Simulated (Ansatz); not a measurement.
Input and output for `CC[O][Zr]([OH])([OH])[O]CC`.

```yaml
crystal:
  periodic: [false, false, false]
  atoms:
    - {symbol: C, position_ang: [2.624065, 1.462970, -1.283047]}
    - {symbol: C, position_ang: [1.649756, 0.379126, -1.691478]}
    - {symbol: O, position_ang: [0.400847, 0.567231, -1.110394]}
    - {symbol: Zr, position_ang: [-1.236873, 0.945559, -0.178861]}
    - {symbol: O, position_ang: [-2.693481, 1.069486, -1.446720]}
    - {symbol: O, position_ang: [-1.048645, 2.597331, 0.809312]}
    - {symbol: O, position_ang: [-1.560862, -0.503388, 1.044639]}
    - {symbol: C, position_ang: [-1.525924, -1.640306, 1.844064]}
    - {symbol: C, position_ang: [-0.316710, -2.499344, 1.541086]}
    - {symbol: H, position_ang: [2.758128, 1.470345, -0.198904]}
    - {symbol: H, position_ang: [3.598551, 1.299014, -1.750597]}
    - {symbol: H, position_ang: [2.255388, 2.444886, -1.588098]}
    - {symbol: H, position_ang: [2.038598, -0.604830, -1.396969]}
    - {symbol: H, position_ang: [1.539655, 0.366387, -2.783811]}
    - {symbol: H, position_ang: [-3.399678, 0.931866, -2.068429]}
    - {symbol: H, position_ang: [-1.093137, 3.420881, 1.282132]}
    - {symbol: H, position_ang: [-2.445291, -2.219020, 1.685648]}
    - {symbol: H, position_ang: [-1.515675, -1.338236, 2.899491]}
    - {symbol: H, position_ang: [-0.306418, -3.388199, 2.177380]}
    - {symbol: H, position_ang: [-0.327297, -2.822189, 0.497531]}
    - {symbol: H, position_ang: [0.605014, -1.939558, 1.716035]}
basis:
  gaussian: {orbitals: def2-TZVP}
hamiltonian: {xc: {name: B97M-V}}
output: {forces: true}
```

```sh
$ ansatz run in.yaml --threads 4 --pin off --events-out ev --progress --plain --max-ram 66560MiB --backend cuda --devices 0, --max-vram 37GiB
```

Shortened log:

```
Functional definition: B97M-V
2173 factors; their error is unknown
mean field evaluation 1: about -13790.3757 eV, gradient 1.3e2 eV
mean field evaluation 2: about -13645.1803 eV, gradient 2.9e2 eV
mean field evaluation 4: about -13821.6937 eV, gradient 2.1e1 eV
mean field evaluation 8: about -13822.5757 eV, gradient 1.7e-1 eV
mean field evaluation 16: about -13822.5366 eV, gradient 1.9e-3 eV
mean field -13822.53654594 eV, -507.9688488115 hartree, gradient 7.2e-5 eV, S^2 0.000000; 0 other end points of the search recorded, 0 dependent functions left out
reference -13822.53667759 eV, -507.9688536495 hartree; 40, 40 occupied and 320, 320 virtual orbitals, 2173 factors
Total energy: -13822.53667759 eV, -507.9688536495 hartree
Atom 0 at     2.624065     1.462970    -1.283047 Å, force    -0.002384     0.012195     0.007937 eV/Å
Atom 1 at     1.649756     0.379126    -1.691478 Å, force     0.127185    -0.056960    -0.091543 eV/Å
Atom 2 at     0.400847     0.567231    -1.110394 Å, force     0.265281    -0.034563    -0.126892 eV/Å
Atom 3 at    -1.236873     0.945559    -0.178861 Å, force    -0.067963     0.088994    -0.011176 eV/Å
Atom 4 at    -2.693481     1.069486    -1.446720 Å, force    -0.243977    -0.013662    -0.215268 eV/Å
Atom 5 at    -1.048645     2.597331     0.809312 Å, force     0.012069     0.282290     0.169041 eV/Å
Atom 6 at    -1.560862    -0.503388     1.044639 Å, force    -0.012640    -0.233520     0.169381 eV/Å
Atom 7 at    -1.525924    -1.640306     1.844064 Å, force    -0.043843    -0.111695     0.114072 eV/Å
Atom 8 at    -0.316710    -2.499344     1.541086 Å, force     0.007452     0.000633    -0.007206 eV/Å
Atom 9 at     2.758128     1.470345    -0.198904 Å, force    -0.018714     0.007583    -0.165678 eV/Å
Atom 10 at     3.598551     1.299014    -1.750597 Å, force    -0.149850     0.034717     0.078661 eV/Å
Atom 11 at     2.255388     2.444886    -1.588098 Å, force     0.061331    -0.146975     0.054293 eV/Å
Atom 12 at     2.038598    -0.604830    -1.396969 Å, force    -0.049961     0.131282    -0.051971 eV/Å
Atom 13 at     1.539655     0.366387    -2.783811 Å, force     0.021888    -0.008245     0.149641 eV/Å
Atom 14 at    -3.399678     0.931866    -2.068429 Å, force     0.085331     0.022195     0.075571 eV/Å
Atom 15 at    -1.093137     3.420881     1.282132 Å, force     0.007714    -0.100692    -0.057599 eV/Å
Atom 16 at    -2.445291    -2.219020     1.685648 Å, force     0.122048     0.077123     0.032452 eV/Å
Atom 17 at    -1.515675    -1.338236     2.899491 Å, force    -0.010301    -0.048088    -0.139335 eV/Å
Atom 18 at    -0.306418    -3.388199     2.177380 Å, force     0.008144     0.135856    -0.104639 eV/Å
Atom 19 at    -0.327297    -2.822189     0.497531 Å, force     0.010827     0.046913     0.152051 eV/Å
Atom 20 at     0.605014    -1.939558     1.716035 Å, force    -0.129636    -0.085382    -0.031793 eV/Å
Dipole moment:     0.025885    -0.047240    -0.004836 e Å
```

It took 11 s on 4 threads of an AMD EPYC 7R13 on a shared host and a share of an NVIDIA H100 80 GB, with 1.9 GiB of host memory at the peak.
